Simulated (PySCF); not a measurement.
N-methylpropan-2-imine (C4H9N), SMILES CN=C(C)C.

Geometry optimised at PBE-D3(BJ)/def2-SVP.

Calculation: PySCF with PBE/def2-TZVP.

The molecule is in vacuum.

The total energy is -212.36687 hartree and the highest occupied level comes out as -5.42 eV. The lowest empty level is -0.99 eV and the orbital gap comes out as 4.43 eV. The dipole moment comes out as 1.96 D, the quadrupole, principal values (traceless, Buckingham form, about the centre of nuclear charge) comes out as -3.41, -0.20, 3.61 D·Å and the mean static polarisability is 61.0 bohr³ (9.05 Å³). The polarisability, principal values is 46.9, 59.8, 76.4 bohr³.
